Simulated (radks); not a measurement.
Values are calculated unless marked as measured or tabulated.
These are the eigenvalues of the occupied orbitals of an atom or ion with whole-number occupations (eV). Code: a radial shooting solver on a logarithmic mesh with Libxc functionals. Model: scalar-relativistic Kohn-Sham, RPBE, spin-polarised, spherical densities, finite nucleus; Fermi nuclear charge, rms radius of each element as measured or else 0.836 A^(1/3) + 0.57 fm.

orbital  eigenvalue
1s down   -1804.854
1s up     -1804.854
2s down   -157.4188
2s up     -157.4185
2p down   -113.3230
2p up     -113.3227
3s up      -24.9509
3s down    -24.9191
4f up       -2.6352

Which element is it, and in what charge state? The configuration may be excited. Open shells, if any, are filled with parallel spins first.

Answer. Z = 14, silicon, charge +1: Si+ in [Ne] 3s2 4f1. The list shows which subshells hold electrons but not how many an open one holds; the 1s level, -66.327 hartree, gives Z - s = 11.5 by -(Z - s)^2/2, which with screening and relativity narrows Z to a few neighbours, and the depths of the outer levels then fix element, charge and occupations together.
